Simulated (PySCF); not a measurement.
Gas-phase reaction: GeCl3 + 3 GeF4 → 4 GeF3 + 3 Cl. Level: M06-2X/def2-TZVP†; standard pressure 1 bar.

Computed with PySCF and rigid-rotor harmonic-oscillator thermochemistry at 1 bar. † marks an energy on the PBE0/def2-TZVP geometry and frequencies. Open shells (unrestricted): GeCl3 (multiplicity 2), GeF3 (multiplicity 2), Cl (multiplicity 2, electronic degeneracy 6); the rest are closed-shell singlets. Spin-orbit splitting is ignored; it lowers the true energy and changes the entropy of Cl. Ge: all electrons, no relativistic terms. GeCl3, GeF3: computed as isolated molecules; such fragments, hydroxides, amides, oligomers or adducts are transient or little studied in the gas. The harmonic model lacks anharmonicity and excited electronic states, which grow with temperature; levels with a mode under 35 cm⁻¹ are left out.

```csv
T (K),1000/T (1/K),log10 K
1200,0.8333,-30.57
1400,0.7143,-22.84
1600,0.6250,-17.05
1800,0.5556,?
2000,0.5000,-8.97
2500,0.4000,-2.53
```

Problem. Fit log10 K = a + b·(1000/T) to the five rows, get the mean ΔH° and ΔS°, and predict log10 K at 1800 K.

Solution. Means: 1000/T = 0.6145, log10 K = -16.392. Sums of products about the means: Sxy = -7.57578, Sxx = 0.117064, so b = Sxy/Sxx = -64.71 and a = -16.392 − (-64.71)×0.6145 = 23.37.
ΔH° = −R ln 10 × 1000 K × b = −19.145 × (-64.71) = 1239 kJ; ΔS° = R ln 10 × a = 447 J/K. The run's own values go from 1244 kJ and 452 J/K at 1200 K to 1229 kJ and 443 J/K at 2500 K.
Prediction at 1800 K: 23.37 + (-64.71)×0.5556 = -12.58. The computed value is -12.56, 0.02 from the line.
For scale, ΔH°(298 K) is 1250 kJ at this level, 1220 kJ at ωB97M-V/def2-TZVP†, and runs from 886 to 1366 kJ over the 19 levels computed.
